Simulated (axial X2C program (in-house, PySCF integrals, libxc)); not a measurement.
**RhB along the bond: r2SCAN, two-component**

Calculated with an in-house all-electron X2C program for linear molecules (integrals from PySCF). Two-component (2c) means X2C with spin–orbit coupling and atomic mean-field two-electron Coulomb and Gaunt terms. Basis: Rh dyall-cv3z [12s12p8d5f3g], B dyall-v3z [7s6p2d1f] (cores contracted in-house); Gaussian nuclei, density fitting, unrestricted open shells. Masses: Rh 102.906 u, B 11.009 u.

State: Ω = 0 (closed shell). Dipoles are positive if B is the positive end.

Results along the bond:

```csv
R (Å),μ (D),HOMO (eV),LUMO (eV)
1.456,-3.136,-4.58,-2.81
1.522,-3.134,-4.53,-2.91
1.573,-3.124,-4.49,-2.98
1.623,-3.106,-4.46,-3.05
1.673,-3.082,-4.42,-3.12
1.732,-3.046,-4.38,-3.19
1.790,-3.002,-4.34,-3.25
1.865,-2.934,-4.29,-3.33
1.957,-2.836,-4.23,-3.40
2.091,-2.664,-4.15,-3.49
```

The state is one determinant whose occupation by symmetry is held fixed; it was picked as the lowest of a PBE0 search that is not exhaustive. Closed shells are restricted here (equal orbitals for both partners); the stretched side of such a curve lies too high.
